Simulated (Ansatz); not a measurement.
System: C₂H₇BN, charge 0, multiplicity 2. It need not be the lowest isomer of its formula. 
Coordinates optimised at B3LYP-D3(BJ)/def2-TZVP (Ansatz, a program for electronic structure):
```xyz
11

C     -1.8041     0.4242    -0.3330
C     -0.5876    -0.5019    -0.1871
B      0.6229     0.1088     0.5915
N      1.9616     0.0279     0.2637
H     -1.5472     1.3295    -0.8868
H     -2.6200    -0.0694    -0.8649
H     -2.1759     0.7352     0.6445
H     -0.2605    -0.8434    -1.1815
H     -0.8928    -1.4082     0.3507
H      2.6974     0.4272     0.8222
H      2.3037    -0.4437    -0.5668
```
Charge 0, spin multiplicity 2.

Atomisation energy built up term by term with Ansatz (kcal/mol; UHF references for open shells; valence terms freeze the core; atomic spin-orbit terms are left out). Basis-set limits of correlation are two-point, X^-3; Hartree-Fock from the larger set.

```
term                                          basis  kcal/mol
-----------------------  --------------------------  --------
Hartree-Fock                                cc-pVQZ       ___
CCSD correlation               CBS(cc-pVTZ,cc-pVQZ)    229.69
(T)                            CBS(cc-pVTZ,cc-pVQZ)       ___
core correlation                          cc-pwCVTZ      4.20
scalar relativity (X2C)  cc-pVTZ-DK against cc-pVTZ     -0.73
sum: De                                                   ___
```

Fill in the missing entries.


- Hartree-Fock, kcal/mol: 741.62
- (T), kcal/mol: 13.26
- sum: De, kcal/mol: 988.0
